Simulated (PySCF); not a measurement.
Job for PySCF: D3(BJ) and D4 dispersion corrections on C2H6BCl (SMILES CCBCl).

```python
from pyscf import gto
from pyscf.dispersion import dftd3, dftd4

mol = gto.M(
    atom='''
    C    -1.17975656    0.26293570    0.20157845
    C     0.05554077   -0.59328957   -0.07482616
    B     1.44068223    0.09734755   -0.19894410
    Cl    1.64243243    1.83783626   -0.03325052
    H    -1.33000824    1.00363004   -0.58523119
    H    -2.08183410   -0.34771850    0.26391555
    H    -1.07883902    0.80876305    1.14081586
    H    -0.07473338   -1.17974656   -0.99648684
    H     0.17169178   -1.37038181    0.69521225
    H     2.43482406   -0.51937617   -0.41278328
    ''',
    basis='def2-svp',
    charge=0, spin=0, verbose=0, max_memory=1800)
d3, d4 = {}, {}
for xc in ['hf', 'pbe', 'blyp', 'revpbe', 'tpss', 'r2scan', 'b3lyp', 'pbe0', 'bhlyp', 'camb3lyp', 'b2plyp']:
    d3[xc] = float(dftd3.DFTD3Dispersion(mol, xc=xc, version='d3bj', atm=False).get_dispersion()['energy'])
    print(f'D3(BJ) {xc:10s} {d3[xc]:14.8f} Eh')
for xc in ['hf', 'pbe', 'blyp', 'revpbe', 'tpss', 'r2scan', 'b3lyp', 'pbe0', 'bhlyp', 'camb3lyp', 'b2plyp']:
    d4[xc] = float(dftd4.DFTD4Dispersion(mol, xc={'camb3lyp': 'cam-b3lyp'}.get(xc, xc), atm=True).get_dispersion()['energy'])
    print(f'D4     {xc:10s} {d4[xc]:14.8f} Eh')
```

Program output:

```
D3(BJ) hf            -0.05375095 Eh
D3(BJ) pbe           -0.00704490 Eh
D3(BJ) blyp          -0.01491448 Eh
D3(BJ) revpbe        -0.01802034 Eh
D3(BJ) tpss          -0.00885884 Eh
D3(BJ) r2scan        -0.00194934 Eh
D3(BJ) b3lyp         -0.01214948 Eh
D3(BJ) pbe0          -0.00605721 Eh
D3(BJ) bhlyp         -0.00938272 Eh
D3(BJ) camb3lyp      -0.00540626 Eh
D3(BJ) b2plyp        -0.00557880 Eh
D4     hf            -0.02388564 Eh
D4     pbe           -0.00648558 Eh
D4     blyp          -0.01451396 Eh
D4     revpbe        -0.02135816 Eh
D4     tpss          -0.00879554 Eh
D4     r2scan        -0.00159588 Eh
D4     b3lyp         -0.01043113 Eh
D4     pbe0          -0.00544288 Eh
D4     bhlyp         -0.00750566 Eh
D4     camb3lyp      -0.00546610 Eh
D4     b2plyp        -0.00453584 Eh
```

The run finished.

Cost: around 0.03 core-seconds (rough).
